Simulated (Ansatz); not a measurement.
Two isomers of C2H6FNSi: A = `N/C(F)=C/[SiH3]`, B = `C[C@@H]1N[Si@@H]1F`.

Isolated molecules relaxed with PBE0-D4/def2-TZVP in Ansatz; ΔE leaves out vibrations. CCSD(T)/CBS adds triple-zeta CCSD(T) − MP2 to the extrapolated MP2 energy (def2 sets, frozen cores). DFT in def2-TZVPP. B3LYP here is the variant with VWN-RPA as its local correlation; programs differ in this. One conformer a species, not always the lowest.

A:

```xyz
11

N    -0.237    1.855    1.231
C    -0.008    0.611    0.718
F     0.370   -0.220    1.699
C    -0.156    0.154   -0.526
Si    0.078   -1.614   -0.995
H    -0.327    2.596    0.558
H     0.298    2.093    2.050
H    -0.443    0.881   -1.278
H    -0.179   -1.737   -2.455
H    -0.856   -2.524   -0.277
H     1.461   -2.094   -0.725
```

B:

Z-matrix (Å, degrees):
```
C
C 1 1.505
H 1 1.093 2 110.5
H 1 1.095 2 111.0 3 119.8
H 1 1.091 2 111.2 3 -120.2
N 2 1.513 1 115.6 3 167.9
Si 2 1.822 1 127.2 3 97.7
H 2 1.094 1 113.0 3 -57.8
H 6 1.007 2 120.3 1 109.5
F 7 1.590 2 124.0 1 0.6
H 7 1.474 2 124.5 1 -152.0
```

**Question.** Which is lower in electronic energy at CCSD(T)/CBS, and by how much? (An estimate is asked.)

**Answer.** Computed: B, by 166.2 kJ/mol.

**Question.** Give E(B) − E(A) in kJ/mol with r2SCAN-D4, MP2/def2-TZVPP, HF/def2-TZVPP, PBE0-D4, PBE-D4, B3LYP-D4, B3LYP. (Best estimate.)

**Answer.** Computed: r2SCAN-D4 -149.5, MP2/def2-TZVPP -172.6, HF/def2-TZVPP -134.8, PBE0-D4 -150.2, PBE-D4 -143.1, B3LYP-D4 -142.8, B3LYP -141.2. None reverses the order clearly.

Largest T1 diagnostic: 0.012.

From PBE to PBE0 (25 % exact exchange), in def2-TZVPP and without D4, E(B) − E(A) moves by −7.2 kJ/mol. In def2-TZVPP, CCSD(T) changes the Hartree–Fock value by −23.1 kJ/mol (the triples alone add +1.0 kJ/mol) and MP2 by −37.8 kJ/mol.
